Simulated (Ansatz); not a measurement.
Relaxation of VS(OH)3 (VSO₃H₃) with RKS r2SCAN-D4/def2-SVP.

```sh
$ ansatz run in.yaml --threads 4 --pin off --events-out ev --progress --plain --max-ram 3916MiB
```

```yaml
crystal:
  periodic: [false, false, false]
  atoms:
    - {symbol: V, position_ang: [-0.000340, 0.002730, 0.004720]}
    - {symbol: S, position_ang: [0.016920, -0.021070, 2.068050]}
    - {symbol: O, position_ang: [1.556100, 0.295570, -0.350690]}
    - {symbol: H, position_ang: [2.498610, 0.465030, -0.353630]}
    - {symbol: O, position_ang: [-1.036440, 1.208830, -0.320130]}
    - {symbol: H, position_ang: [-1.661600, 1.933690, -0.341540]}
    - {symbol: O, position_ang: [-0.528270, -1.490370, -0.353810]}
    - {symbol: H, position_ang: [-0.844990, -2.394390, -0.352970]}
basis:
  gaussian: {orbitals: def2-SVP}
hamiltonian: {xc: r2scan, dispersion: d4}
scf: {omitted_lower_state_checks: [starts]}
output: {orbitals: {seedname: orbitals}}
relax: {f_tol: 0.02, max_steps: 100}
```

Run time 34 s (4 threads of Arm Neoverse V1 on a shared host).

Positions (Å) and forces (eV/Å) at steps 1, 2, 3, 4, 5, 6, 7, 8, 10 of 10:

```xyz
8
step=1 energy=-42700.7917 eV
V     0.000    0.003    0.005    0.033   -0.095    5.873
S     0.017   -0.021    2.068    0.001   -0.001   -0.033
O     1.556    0.296   -0.351    4.076    0.789   -2.201
H     2.499    0.465   -0.354    0.212    0.036    0.226
O    -1.036    1.209   -0.320   -2.723    3.180   -2.107
H    -1.662    1.934   -0.342   -0.145    0.169    0.215
O    -0.528   -1.490   -0.354   -1.390   -3.889   -2.201
H    -0.845   -2.394   -0.353   -0.064   -0.189    0.228
8
step=2 energy=-42701.6321 eV
V     0.001    0.001    0.200    0.010   -0.034    1.947
S     0.019   -0.023    2.251   -0.004    0.006   -0.391
O     1.569    0.298   -0.365    1.179    0.235   -0.826
H     2.514    0.471   -0.465   -0.197   -0.039    0.296
O    -1.046    1.220   -0.334   -0.784    0.921   -0.782
H    -1.671    1.946   -0.454    0.132   -0.154    0.284
O    -0.533   -1.503   -0.368   -0.405   -1.124   -0.826
H    -0.852   -2.409   -0.464    0.069    0.189    0.298
8
step=3 energy=-42701.7187 eV
V     0.001   -0.001    0.212   -0.005    0.001    0.267
S     0.018   -0.024    2.230    0.004   -0.005    0.286
O     1.586    0.302   -0.379    0.200    0.044   -0.504
H     2.530    0.476   -0.449   -0.032   -0.009    0.316
O    -1.057    1.232   -0.347   -0.127    0.149   -0.473
H    -1.679    1.960   -0.438    0.018   -0.020    0.298
O    -0.539   -1.520   -0.382   -0.072   -0.192   -0.508
H    -0.858   -2.426   -0.447    0.014    0.032    0.318
8
step=4 energy=-42701.8382 eV
V     0.000   -0.001    0.169   -0.003    0.010   -0.154
S     0.019   -0.026    2.182    0.003   -0.003    0.293
O     1.602    0.305   -0.429    0.121    0.024   -0.372
H     2.554    0.483   -0.368   -0.436   -0.085    0.325
O    -1.068    1.245   -0.396   -0.053    0.060   -0.372
H    -1.696    1.983   -0.361    0.262   -0.306    0.328
O    -0.546   -1.537   -0.432   -0.045   -0.124   -0.372
H    -0.867   -2.450   -0.366    0.152    0.423    0.324
8
step=5 energy=-42702.1143 eV
V     0.001   -0.004    0.109   -0.014    0.019   -1.116
S     0.011   -0.014    2.102    0.017   -0.021    0.685
O     1.589    0.301   -0.560    0.718    0.133    0.245
H     2.486    0.469   -0.194   -0.866   -0.163   -0.089
O    -1.058    1.230   -0.529   -0.466    0.552    0.168
H    -1.648    1.931   -0.174    0.560   -0.663   -0.054
O    -0.540   -1.527   -0.562   -0.242   -0.691    0.257
H    -0.842   -2.386   -0.193    0.294    0.834   -0.096
8
step=6 energy=-42702.2149 eV
V    -0.002    0.000    0.043    0.006   -0.006   -0.518
S     0.011   -0.013    2.054    0.001   -0.001    0.149
O     1.610    0.307   -0.589   -0.409   -0.074   -0.107
H     2.441    0.454   -0.126    0.088    0.014    0.233
O    -1.075    1.250   -0.568    0.254   -0.301   -0.111
H    -1.616    1.894   -0.099   -0.047    0.056    0.228
O    -0.549   -1.547   -0.589    0.133    0.395   -0.104
H    -0.820   -2.346   -0.126   -0.026   -0.082    0.231
8
step=7 energy=-42702.2449 eV
V    -0.002    0.001    0.016   -0.007    0.006   -0.176
S     0.009   -0.011    2.033    0.003   -0.003   -0.010
O     1.607    0.307   -0.610   -0.148   -0.027   -0.066
H     2.408    0.444   -0.089    0.041    0.007    0.130
O    -1.073    1.249   -0.590    0.100   -0.117   -0.071
H    -1.594    1.866   -0.061   -0.024    0.028    0.130
O    -0.549   -1.543   -0.610    0.049    0.143   -0.065
H    -0.805   -2.314   -0.090   -0.013   -0.037    0.129
8
step=8 energy=-42702.2525 eV
V    -0.003    0.002   -0.038    0.005    0.004    0.013
S     0.009   -0.010    1.977   -0.002   -0.001    0.111
O     1.615    0.310   -0.636    0.286    0.044    0.178
H     2.365    0.433   -0.026   -0.250   -0.038   -0.222
O    -1.079    1.257   -0.618   -0.188    0.222    0.197
H    -1.565    1.831    0.003    0.163   -0.193   -0.234
O    -0.554   -1.550   -0.636   -0.089   -0.280    0.179
H    -0.788   -2.273   -0.026    0.075    0.242   -0.222
8
step=10 energy=-42702.2571 eV
V    -0.001    0.000   -0.024    0.002   -0.002    0.009
S     0.010   -0.012    1.994    0.000    0.000   -0.004
O     1.615    0.307   -0.631    0.001    0.000   -0.001
H     2.370    0.442   -0.041    0.000    0.000    0.000
O    -1.075    1.254   -0.612   -0.002    0.002   -0.002
H    -1.570    1.832   -0.013    0.000    0.000    0.000
O    -0.550   -1.549   -0.631   -0.001   -0.001   -0.001
H    -0.799   -2.275   -0.041    0.000    0.001    0.000
```

The restricted singlet is unstable towards broken spin symmetry in Hartree–Fock (as tested in another run); at r2SCAN-D4/def2-SVP this wasn't settled.
